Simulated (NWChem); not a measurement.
System: C$_{2}$H$_{8}$Sn; SMILES [CH3][SnH2][CH3]

Here is an NWChem input.

```
start job
memory heap 200 mb stack 900 mb global 1100 mb
geometry units angstroms noautoz
  Sn     0.000000     0.000000     0.317334
  C     -1.767550     0.000647    -0.914691
  C      1.767550    -0.000647    -0.914691
  H      0.000344     1.394781     1.324405
  H     -0.000344    -1.394781     1.324405
  H     -1.783574    -0.894080    -1.553263
  H     -2.670359     0.002947    -0.287792
  H     -1.780975     0.893473    -1.555976
  H      2.670359    -0.002947    -0.287792
  H      1.780975    -0.893473    -1.555976
  H      1.783574     0.894080    -1.553263
end
basis spherical
  Sn library def2-svp
  C library def2-svp
  H library def2-svp
end
ecp
  Sn library def2-ecp
end
dft
  xc bhlyp
  iterations 150
  mulliken
end
task dft energy
```

The geometry was optimised at PBE0/def2-SVP. def2 effective core potentials on Sn; no spin-orbit coupling.

**Question.** Give the results of this calculation. (BHandHLYP/def2-SVP with def2 effective core potentials on Sn.) Quantities: energy (Ha); highest occupied level (eV); orbital gap (eV); dipole (D).

**Answer.** 
```
Item                           Value
---------------------------  -------
energy (Ha)                  -295.11
highest occupied level (eV)    -9.07
orbital gap (eV)               10.85
dipole (D)                      0.75
```
